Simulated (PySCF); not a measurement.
## Electron correlation in Te³⁺ (tellurium, charge +3)

[Kr] 4d10 5s2 5p1, 2P determinant. Computed with PySCF 2.14 in def2-QZVPPD with the def2 core potential (28 electrons) (8s7p5d4f1g, 91 functions), with scalar relativity through the core potential. Frozen: 4s2 4p6 4d10; 3 electrons correlated.

MP2 pair energies summed by pair of shells (mhartree):

| pair | energy | share (%) |
| --- | --- | --- |
| 5s-5s | -20.94 | 54.5 |
| 5s-5p | -17.51 | 45.5 |

Total MP2 correlation energy: -38.44 mhartree.

Same-spin part -2.46 and opposite-spin part -35.99 mhartree; SCS-MP2 scales them by 1/3 and 6/5 to -44.00 mhartree.
